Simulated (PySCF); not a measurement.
**Zn+ (zinc, charge +1): r2SCAN calculation**

Configuration: [Ar] 3d10 4s1, 2S determinant. Computed with PySCF 2.14 in x2c-TZVPall (6s5p4d1f, 48 functions), with scalar relativity by spin-free X2C-1e.

```json
{
  "Total energy": "-1795.529 hartree",
  "One-electron energy": "-2493.060 hartree",
  "Hartree (Coulomb) energy": "769.360 hartree",
  "Exchange-correlation energy": "-71.828 hartree",
  "⟨S²⟩": "0.7520",
  "⟨L²⟩": "0.000",
  "Sum of ⟨r⟩": "18.71 bohr",
  "Sum of ⟨r²⟩": "22.27 bohr²",
  "Langevin diamagnetic susceptibility": "-17.6 ×10⁻⁶ cm³/mol",
  "Time after the integrals": "1.2 s of wall time on 1 thread of Neoverse-V2 (shared host)"
}
```

```csv
shell,electrons,mean orbital energy (eV),"rms radius, mean of both spins (bohr)"
1s α,1,-9555.4,0.0580
1s β,1,-9555.4,0.0580
2s β,1,-1178.3,0.245
2s α,1,-1178.2,0.245
2p β,3,-1020.9,0.219
2p α,3,-1020.9,0.219
3s β,1,-143.06,0.731
3s α,1,-143.05,0.731
3p α,3,-95.668,0.776
3p β,3,-95.662,0.776
3d α,5,-20.124,1.03
3d β,5,-19.915,1.03
4s α,1,-14.917,2.56
```

Densities and radii are taken from the X2C orbitals without a picture-change correction, which distorts them close to the nucleus.
